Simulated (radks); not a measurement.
Results of a calculation; reference values are marked as such.
Q: Ru+, 43 electrons, occupied as [Kr] 4d7. Level of theory: scalar-relativistic Kohn-Sham, PBE, spin-polarised, spherical densities, finite nucleus; open shells are filled with parallel spins first (spin-orbit coupling, left out, can overturn this in heavy ions); Fermi nuclear charge, rms radius 4.4809 fm (a radial shooting solver on a logarithmic mesh with Libxc functionals). Some entries of the table are withheld. Estimate them.

| orbital | occ. | eigenvalue (hartree) | <r> (bohr) |
|---|---|---|---|
| 1s down | 1 | -806.4253 | 0.03344 |
| 1s up | 1 | -806.4250 | 0.03344 |
| 2s up | 1 | -116.1778 | 0.1457 |
| 2s down | 1 | -116.1634 | 0.1457 |
| 2p up | 3 | -104.0779 | 0.1270 |
| 2p down | 3 | -104.0672 | 0.1270 |
| 3s up | 1 | -20.67748 | 0.4027 |
| 3s down | 1 | -20.67026 | 0.4027 |
| 3p up | 3 | -16.70157 | 0.4030 |
| 3p down | 3 | -16.69332 | 0.4030 |
| 3d up | 5 | -10.30527 | 0.3842 |
| 3d down | 5 | -10.29220 | 0.3841 |
| 4s up | 1 | -3.10553 | 1.021 |
| 4s down | 1 | -3.03757 | 1.018 |
| 4p up | 3 | (1) | 1.131 |
| 4p down | 3 | (2) | 1.128 |
| 4d up | 5 | (3) | 1.626 |
| 4d down | 2 | (4) | 1.669 |
| 5s up | 0 | -0.40080 | 3.014 |
| 5s down | 0 | -0.36358 | 3.127 |
| 5p up | 0 | (5) | 3.875 |
| 5p down | 0 | (6) | 4.073 |

A: 
(1) 4p up eigenvalue (hartree): -2.00844
(2) 4p down eigenvalue (hartree): -1.93557
(3) 4d up eigenvalue (hartree): -0.49077
(4) 4d down eigenvalue (hartree): -0.41832
(5) 5p up eigenvalue (hartree): -0.23418
(6) 5p down eigenvalue (hartree): -0.21092
